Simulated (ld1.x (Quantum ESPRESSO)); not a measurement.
# What one change does to a pseudopotential (chromium, TM semilocal)

ld1.x (Quantum ESPRESSO) 7.5 input, shortened:

```
&input
   title='Cr', zed=24., rel=1, dft='PZ', iswitch=3,
   config='[Ar] 3d5 4s1 4p0'
 /
 &inputp
   pseudotype=1, tm=.true., lloc=1,
   nlcc=.true., rcore=0.95
 /
3
4S  1  0   1.00   0.00  2.80  2.80  0.0
3D  3  2   5.00   0.00  1.00  1.00  0.0
4P  2  1   0.00   0.00  3.00  3.00  0.0
 &test
   configts(1)='3d5 4s1 4p0'
 /
```

Change: all radii but the core radius scaled by about 1.04 (s 2.92, p 3.14, d 1.04 bohr).

Cutoffs: the cutoffs (Ry, on a coarse ladder) from which the occupation-weighted sum of valence levels, in a spherical-Bessel basis at the reference potential, stays within 10 and 1 mRy of its value at 400 Ry; they do not see the model core or the augmentation charge, which bear on the density cutoff. Errors are all-electron minus pseudo energies relative to the spin-unpolarised reference configuration.

Task: How do hardness, ghosts and transferability respond?

Result: The potential gets softer (180 Ry and 200 Ry → 160 Ry and 180 Ry); the errors of the 9 common tests hardly move; neither file shows a bound ghost. A larger radius leaves more room for a smooth pseudo-wave, so fewer plane waves are needed. A semilocal file is local in each channel, so a ghost entry of none says nothing of the separable form that plane-wave codes build from it.

| quantity | base | changed |
| --- | --- | --- |
| cutoff, loose | 180 Ry | 160 Ry |
| cutoff, tight | 200 Ry | 180 Ry |
| loose cutoff by channel (10 mRy a level) | s 6 Ry, d 160 Ry | s 6 Ry, d 140 Ry |
| bound ghosts | none | none |
| error for 3d5 4s0 4p0, meV [ΔE 7.14 eV] | -21 | -20 |
| error for 3d4 4s0 4p0, meV [ΔE 23.48 eV] | -78 | -86 |
| error for 3d3 4s0 4p0, meV [ΔE 54.51 eV] | -795 | -819 |
| error for 3d2 4s0 4p0, meV [ΔE 103.14 eV] | -2996 | -3031 |
| error for 3d5 4s0 4p1, meV [ΔE 3.20 eV] | -4.2 | -4.1 |
| error for 3d4 4s1 4p1, meV [ΔE 3.61 eV] | -119 | -115 |
| error for 3d6 4s0 4p0, meV [ΔE 1.72 eV] | -45 | -42 |
| error for 3d5 4s1 4p0 (spin-polarised), meV [ΔE -4.92 eV] | +278 | +283 |
| error for 3d5 4s0 4p0 (spin-polarised), meV [ΔE 2.68 eV] | +255 | +262 |
